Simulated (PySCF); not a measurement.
# Basis-set dependence of population analyses: `C=C[C@H](Cl)[SiH2]Cl`

Compound: C3H6Cl2Si.
Cartesian coordinates in Å at the PBE0-D3(BJ)/def2-SVP level; atoms count from 1:
```xyz
12
C3H6Cl2Si angstrom
C      1.855    0.879    1.044
C      0.925   -0.036    0.765
C     -0.247   -0.317    1.632
Cl    -0.501   -2.101    1.844
Si    -1.897    0.273    0.908
Cl    -1.805    2.329    0.672
H      1.839    1.453    1.976
H      2.662    1.096    0.339
H      0.964   -0.592   -0.179
H     -0.111    0.106    2.639
H     -2.104   -0.359   -0.421
H     -2.998   -0.049    1.853
```

PBE0 throughout (PySCF), one geometry, spherical d and f functions. The structure is a single PBE0-D3(BJ)/def2-SVP conformer in the gas phase; no vibrational or solvent corrections. The first 7 of 12 kinds of atom are listed.

Mulliken charges (e):

```tsv
basis	functions	C1	C2	C3	Cl4	Si5	Cl6	H7
STO-3G	48	-0.157	-0.082	-0.190	-0.166	+0.705	-0.344	+0.089
6-31G	78	-0.336	-0.024	-0.761	+0.042	+0.711	-0.313	+0.172
pcSseg-0	78	-0.382	-0.143	-1.012	+0.012	+0.865	-0.390	+0.230
6-31G*	108	-0.377	-0.067	-0.532	-0.043	+0.547	-0.275	+0.181
cc-pVDZ	126	-0.012	-0.033	-0.274	-0.091	+0.433	-0.233	+0.046
def2-SVP	126	-0.061	-0.027	-0.300	-0.128	+0.582	-0.272	+0.055
aug-cc-pVDZ	204	+0.270	+1.288	-0.077	-0.158	+0.088	-0.429	-0.424
6-311+G(2d,p)	222	-0.408	-0.032	-0.263	-0.036	+0.454	-0.215	+0.123
def2-TZVP	240	-0.264	-0.145	-0.065	-0.150	+0.324	-0.248	+0.130
cc-pVTZ	276	-0.249	-0.095	-0.140	-0.142	+0.347	-0.227	+0.117
IGLO-III	297	-0.231	-0.090	-0.370	-0.009	+0.919	-0.387	+0.098
pcSseg-2	321	-0.067	-0.135	-0.165	-0.143	+0.663	-0.281	+0.051
```

IAO charges (e):

```csv
basis,functions,C1,C2,C3,Cl4,Si5,Cl6,H7
STO-3G,48,-0.249,-0.148,-0.362,-0.081,+0.732,-0.294,+0.138
6-31G,78,-0.296,-0.141,-0.359,-0.099,+0.651,-0.295,+0.155
pcSseg-0,78,-0.281,-0.141,-0.385,-0.087,+0.655,-0.288,+0.149
6-31G*,108,-0.289,-0.137,-0.366,-0.101,+0.784,-0.318,+0.148
cc-pVDZ,126,-0.296,-0.136,-0.356,-0.102,+0.781,-0.317,+0.149
def2-SVP,126,-0.289,-0.133,-0.362,-0.095,+0.796,-0.311,+0.144
aug-cc-pVDZ,204,-0.309,-0.139,-0.356,-0.107,+0.786,-0.324,+0.153
"6-311+G(2d,p)",222,-0.309,-0.139,-0.370,-0.102,+0.811,-0.325,+0.153
def2-TZVP,240,-0.310,-0.137,-0.373,-0.100,+0.826,-0.326,+0.152
cc-pVTZ,276,-0.309,-0.138,-0.368,-0.102,+0.813,-0.326,+0.153
IGLO-III,297,-0.312,-0.138,-0.373,-0.098,+0.818,-0.323,+0.153
pcSseg-2,321,-0.309,-0.138,-0.373,-0.100,+0.820,-0.325,+0.153
```

Hirshfeld charges (e):

```json
{"basis": "STO-3G", "functions": "48", "C1": "-0.048", "C2": "-0.032", "C3": "+0.031", "Cl4": "-0.192", "Si5": "+0.499", "Cl6": "-0.281", "H7": "+0.033"}
{"basis": "6-31G", "functions": "78", "C1": "-0.079", "C2": "-0.045", "C3": "-0.061", "Cl4": "-0.075", "Si5": "+0.316", "Cl6": "-0.170", "H7": "+0.053"}
{"basis": "pcSseg-0", "functions": "78", "C1": "-0.076", "C2": "-0.051", "C3": "-0.063", "Cl4": "-0.062", "Si5": "+0.343", "Cl6": "-0.163", "H7": "+0.050"}
{"basis": "6-31G*", "functions": "108", "C1": "-0.082", "C2": "-0.042", "C3": "-0.059", "Cl4": "-0.078", "Si5": "+0.311", "Cl6": "-0.154", "H7": "+0.052"}
{"basis": "cc-pVDZ", "functions": "126", "C1": "-0.085", "C2": "-0.047", "C3": "-0.072", "Cl4": "-0.055", "Si5": "+0.321", "Cl6": "-0.137", "H7": "+0.050"}
{"basis": "def2-SVP", "functions": "126", "C1": "-0.088", "C2": "-0.051", "C3": "-0.074", "Cl4": "-0.044", "Si5": "+0.321", "Cl6": "-0.126", "H7": "+0.050"}
{"basis": "aug-cc-pVDZ", "functions": "204", "C1": "-0.093", "C2": "-0.061", "C3": "-0.095", "Cl4": "-0.037", "Si5": "+0.325", "Cl6": "-0.127", "H7": "+0.053"}
{"basis": "6-311+G(2d,p)", "functions": "222", "C1": "-0.089", "C2": "-0.061", "C3": "-0.094", "Cl4": "-0.040", "Si5": "+0.324", "Cl6": "-0.127", "H7": "+0.053"}
{"basis": "def2-TZVP", "functions": "240", "C1": "-0.092", "C2": "-0.057", "C3": "-0.089", "Cl4": "-0.043", "Si5": "+0.319", "Cl6": "-0.125", "H7": "+0.052"}
{"basis": "cc-pVTZ", "functions": "276", "C1": "-0.091", "C2": "-0.053", "C3": "-0.086", "Cl4": "-0.047", "Si5": "+0.320", "Cl6": "-0.129", "H7": "+0.052"}
{"basis": "IGLO-III", "functions": "297", "C1": "-0.096", "C2": "-0.064", "C3": "-0.094", "Cl4": "-0.027", "Si5": "+0.315", "Cl6": "-0.113", "H7": "+0.052"}
{"basis": "pcSseg-2", "functions": "321", "C1": "-0.093", "C2": "-0.059", "C3": "-0.093", "Cl4": "-0.039", "Si5": "+0.326", "Cl6": "-0.127", "H7": "+0.053"}
```

**Question.** Which scheme is steadiest as the basis changes?

**Answer.** Largest range over the bases for any column: IAO 0.17 e, Hirshfeld 0.19 e, Mulliken 1.43 e. IAO charges move least and Mulliken charges most, counted in e. Without the minimal STO-3G basis the ranges are IAO 0.17, Hirshfeld 0.06, Mulliken 1.43 e.

**Question.** How much do the charges still move between the two largest bases, IGLO-III and pcSseg-2?

**Answer.** At most, over all atoms: Mulliken 0.257 e, IAO 0.003 e, Hirshfeld 0.013 e.

**Question.** What do the same runs give for the total energy, the frontier levels and the dipole moment?

**Answer.** 
```json
{"basis": "STO-3G", "energy (Eh)": "-1312.5465", "HOMO (eV)": "-6.01", "LUMO (eV)": "2.26", "μ (D)": "0.34"}
{"basis": "6-31G", "energy (Eh)": "-1327.1168", "HOMO (eV)": "-7.75", "LUMO (eV)": "-0.69", "μ (D)": "0.87"}
{"basis": "pcSseg-0", "energy (Eh)": "-1325.6109", "HOMO (eV)": "-7.97", "LUMO (eV)": "-0.83", "μ (D)": "0.68"}
{"basis": "6-31G*", "energy (Eh)": "-1327.2154", "HOMO (eV)": "-7.60", "LUMO (eV)": "-0.56", "μ (D)": "0.83"}
{"basis": "cc-pVDZ", "energy (Eh)": "-1327.2902", "HOMO (eV)": "-7.64", "LUMO (eV)": "-0.62", "μ (D)": "0.74"}
{"basis": "def2-SVP", "energy (Eh)": "-1326.8121", "HOMO (eV)": "-7.64", "LUMO (eV)": "-0.57", "μ (D)": "0.70"}
{"basis": "aug-cc-pVDZ", "energy (Eh)": "-1327.3043", "HOMO (eV)": "-7.75", "LUMO (eV)": "-0.91", "μ (D)": "0.76"}
{"basis": "6-311+G(2d,p)", "energy (Eh)": "-1327.3464", "HOMO (eV)": "-7.75", "LUMO (eV)": "-0.93", "μ (D)": "0.78"}
{"basis": "def2-TZVP", "energy (Eh)": "-1327.3596", "HOMO (eV)": "-7.71", "LUMO (eV)": "-0.79", "μ (D)": "0.77"}
{"basis": "cc-pVTZ", "energy (Eh)": "-1327.3725", "HOMO (eV)": "-7.71", "LUMO (eV)": "-0.76", "μ (D)": "0.78"}
{"basis": "IGLO-III", "energy (Eh)": "-1327.3522", "HOMO (eV)": "-7.68", "LUMO (eV)": "-0.78", "μ (D)": "0.70"}
{"basis": "pcSseg-2", "energy (Eh)": "-1327.3838", "HOMO (eV)": "-7.76", "LUMO (eV)": "-0.88", "μ (D)": "0.73"}
```

The dipole is fixed by the density alone, so its range of 0.53 D shows that the density itself changes with the basis, not only its division among atoms.
